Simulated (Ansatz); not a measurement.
Reactions of `F[SiH]1[O][GeH]1[SiH3]`.

Calculated with Ansatz (gas phase, PBE0-D4/def2-TZVP geometries, no zero-point term in ΔE). CCSD(T)/CBS adds triple-zeta CCSD(T) − MP2 to the extrapolated MP2 energy (def2 sets, frozen cores). DFT in def2-TZVPP. For Ga, Ge, Se outer-core shells are correlated without core-valence functions, which leaves a few kJ/mol of doubt a bond. Scalar relativity is left out up to krypton. One conformer a species, not always the lowest.

```tsv
reaction	B2PLYP (kcal/mol)	CCSD(T)/CBS(def2) (kcal/mol)
`F[Si@H]1[O][Ge@H]1[SiH3]` + `C=C(O)F` → `C=C(F)O[SiH3]` + `F[SiH]1[O][GeH2]1`	-15.1	-13.9
`F[Si@H]1[O][Ge@H]1[SiH3]` + `F[SiH]1BC1` → `F[SiH]1CB1[SiH3]` + `F[SiH]1[O][GeH2]1`	1.7	1.9
`F[Si@H]1[O][Ge@H]1[SiH3]` + `[OH][Ga]([OH])[SH]` → `[OH][Ga]([SH])[O][SiH3]` + `F[SiH]1[O][GeH2]1`	-18.4	-17.5
`F[Si@H]1[O][Ge@H]1[SiH3]` + `CC=N` → `N=CC[SiH3]` + `F[SiH]1[O][GeH2]1`	7.4	7.5
`F[Si@H]1[O][Ge@H]1[SiH3]` + `O[SiH](F)F` → `F[SiH](F)O[SiH3]` + `F[SiH]1[O][GeH2]1`	-19.4	-18.4
`F[Si@H]1[O][Ge@H]1[SiH3]` + `[AlH2][SeH]` → `[AlH2][Se][SiH3]` + `F[SiH]1[O][GeH2]1`	-8.7	-9.3
```

Largest T1 diagnostic: 0.015, for `F[Si@H]1[O][Ge@H]1[SiH3]`.
